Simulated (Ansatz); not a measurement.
Geometry optimisation, RKS revPBE/def2-SVP (Ansatz).

Input file:

```yaml
crystal:
  periodic: [false, false, false]
  atoms:
    - { symbol: Zr, position_ang: [-0.152774, -0.258287, 0.115063] }
    - { symbol: F, position_ang: [-0.012609, -0.039263, 2.073322] }
    - { symbol: O, position_ang: [1.602351, -0.484417, -0.661374] }
    - { symbol: H, position_ang: [2.448752, -0.59704, -1.115937] }
    - { symbol: O, position_ang: [-1.145991, 1.211641, -0.650775] }
    - { symbol: H, position_ang: [-1.621576, 1.916666, -1.112245] }
    - { symbol: O, position_ang: [-1.158534, -1.88962, -0.139362] }
    - { symbol: H, position_ang: [-1.649656, -2.66974, -0.435816] }
    - { symbol: Br, position_ang: [1.778257, 2.856186, 1.467284] }
    - { symbol: H, position_ang: [1.104581, 1.751075, 2.236339] }
basis:
  gaussian: { orbitals: def2-SVP }
hamiltonian:
  xc: revpbe
relax:
  f_tol: 0.03
  max_steps: 50
```

Run as:

```bash
$ ansatz run input.yaml --threads 4 --pin off --max-ram 5120MiB --backend cpu --events-out ev --progress --plain --runs-dir out
```

Problem. Where does it end, and by what steps?

Solution. The run converged. The force dipped under the threshold on the way, but the program's further checks kept it going. After 8 steps the energy has fallen by 0.118 eV; Br9 moved furthest, 0.96 Å.

```json
{"step": "0", "energy less start (eV)": "0.0000", "largest force component (eV/Å)": "0.821", "accepted": "yes"}
{"step": "1", "energy less start (eV)": "-0.0649", "largest force component (eV/Å)": "0.193", "accepted": "yes"}
{"step": "2", "energy less start (eV)": "-0.0880", "largest force component (eV/Å)": "0.162", "accepted": "yes"}
{"step": "3", "energy less start (eV)": "-0.1010", "largest force component (eV/Å)": "0.399", "accepted": "yes"}
{"step": "4", "energy less start (eV)": "-0.1109", "largest force component (eV/Å)": "0.167", "accepted": "yes"}
{"step": "5", "energy less start (eV)": "-0.1161", "largest force component (eV/Å)": "0.022", "accepted": "yes"}
{"step": "6", "energy less start (eV)": "-0.1176", "largest force component (eV/Å)": "0.044", "accepted": "yes"}
{"step": "7", "energy less start (eV)": "-0.1181", "largest force component (eV/Å)": "0.043", "accepted": "yes"}
{"step": "8", "energy less start (eV)": "-0.1182", "largest force component (eV/Å)": "0.020", "accepted": "yes"}
```

```xyz
10
Properties=species:S:1:pos:R:3
Zr -0.178 -0.300 -0.017
F 0.168 0.247 1.842
O 1.522 -0.566 -0.893
H 2.330 -0.647 -1.417
O -1.180 1.105 -0.883
H -1.608 1.794 -1.407
O -1.195 -1.946 0.008
H -1.696 -2.749 -0.181
Br 1.895 3.046 2.399
H 1.134 1.812 2.326
```

Whether the end is a true minimum wasn't checked by a vibrational analysis.

Run time: 31 s on 4 threads of Intel(R) Xeon(R) Platinum 8259CL CPU @ 2.50GHz (Skylake/Cascade Lake), on a shared host, peak memory 0.22 GiB.
